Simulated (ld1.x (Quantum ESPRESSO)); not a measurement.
**Pseudopotential generation for magnesium: TM, PW91, scalar-relativistic.**

```
Element                 : magnesium
Generator               : ld1.x (Quantum ESPRESSO) 7.5
Type                    : norm-conserving Troullier–Martins (Kleinman–Bylander form)
Functional              : PW91
Relativity              : scalar-relativistic
Frozen core             : [He]
Valence charge          : 10
Reference configuration : 2s2 2p6 3s2 3p0
Partial waves           : 2s (bound): rc 0.80 bohr; 2p (bound): rc 0.85 bohr
Local potential         : all-electron potential smoothed inside 0.65 bohr (lloc = -1)
Core correction         : none
```

Occupied shells without a wave of their own: 3s. They enter only through the test configuration that unscreens the potential.

Question: Estimate the cutoffs (Ry, on a coarse ladder) from which the occupation-weighted sum of valence levels, in a spherical-Bessel basis at the reference potential, stays within 10 and 1 mRy of its value at 400 Ry.

Answer: 230 Ry and over 300 Ry.

Question: Does the potential have ghost states?

Answer: No extra level below or beside the all-electron valence levels (s, p, d, f tested).

Question: Tests: 2s2 2p6 3s1 3p0; 2s2 2p6 3s0 3p0; 2s2 2p6 3s1.5 3p0; 2s2 2p6 3s0 3p1; 2s2 2p5 3s2 3p0; 2s2 2p6 3s1 3p1; 2s2 2p6 3s0 3p2. Which has the largest error in its energy relative to the reference configuration, and how large is it?

Answer: 2s2 2p6 3s0 3p0, with -81 meV (all-electron minus pseudo) on +23.06 eV.
